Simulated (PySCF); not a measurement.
Indirect couplings

Geometry:
| atom | x (Å) | y (Å) | z (Å) |
| --- | --- | --- | --- |
| C1 | -2.069 | 1.069 | 0.509 |
| C2 | -1.790 | -0.028 | -0.507 |
| C3 | -0.880 | -1.139 | 0.013 |
| Ge4 | 0.947 | -0.566 | 0.376 |
| O5 | 1.379 | 0.402 | -1.064 |
| C6 | 2.613 | 1.046 | -1.155 |
| H7 | -2.751 | 1.829 | 0.100 |
| H8 | -2.532 | 0.662 | 1.423 |
| H9 | -1.145 | 1.588 | 0.811 |
| H10 | -1.333 | 0.414 | -1.408 |
| H11 | -2.746 | -0.474 | -0.832 |
| H12 | -1.288 | -1.587 | 0.936 |
| H13 | -0.804 | -1.956 | -0.722 |
| H14 | 1.926 | -1.760 | 0.487 |
| H15 | 1.110 | 0.337 | 1.623 |
| H16 | 3.466 | 0.340 | -1.147 |
| H17 | 2.653 | 1.603 | -2.106 |
| H18 | 2.776 | 1.774 | -0.336 |

Indirect spin–spin couplings were computed at B3LYP/pcJ-1 (pcSseg-1 on Ge) (without the spin–dipole term) (PySCF 2.14) on a PBE0-D3(BJ)/def2-SVP structure, for the isolated molecule, without vibrational or relativistic corrections. Couplings are averaged over pairs made equivalent by symmetry, fast rotation or ring inversion, so a value needn't be that of the named pair in this geometry, while other rotamers aren't included; one pair stands for each set, and the list holds a selection of those of at least 1.5 Hz over up to four bonds, among pairs with at least one C or H atom (others weren't computed).

Isotopes: ¹³C, ¹H, ¹⁷O. Couplings to quadrupolar nuclei such as 17O and 33S are rarely resolved in practice.

```csv
pair,bonds,J (Hz)
"C1, C2",1,36.9
"C1, H7",1,131.5
"C2, C3",1,34.7
"C2, H10",1,?
"C3, H12",1,?
"O5, C6",1,?
"C6, H16",1,144.6
"C1, H10",2,-3.6
"C2, H7",2,-3.3
"C2, H12",2,-3.4
"C3, O5",2,-5.9
"C3, H10",2,-3.1
"C3, H14",2,11.3
"O5, H14",2,?
"O5, H16",2,?
"H7, H8",2,-13.8
"H10, H11",2,-14.7
"H12, H13",2,?
"H14, H15",2,30.0
"C1, H12",3,?
"C3, C6",3,2.5
"C3, H7",3,6.9
"O5, H12",3,?
"H7, H10",3,8.6
"H10, H12",3,11.0
"H12, H14",3,2.4
```

Q: Estimate the withheld couplings, with signs.

A: 
- ¹J(C2,H10) = 134.2 Hz (bond length 1.102 Å, sp3 carbon)
- ¹J(C3,H12) = 133.5 Hz (bond length 1.104 Å, sp3 carbon)
- ¹J(O5,C6) = 22.3 Hz (bond length 1.395 Å)
- ²J(O5,H14) = -2.7 Hz (angle at Ge4 109°)
- ²J(O5,H16) = -6.9 Hz (mean over equivalent pairs that range from -14.1 to -3.2 Hz in this conformer)
- ²J(H12,H13) = -14.6 Hz (angle at C3 106°)
- ³J(C1,H12) = 7.5 Hz (mean over equivalent pairs that range from 3.2 to 11.8 Hz in this conformer)
- ³J(O5,H12) = -2.0 Hz (mean over equivalent pairs that range from -4.8 to 0.7 Hz in this conformer)

Relativistic effects of the heavier atoms present are left out.
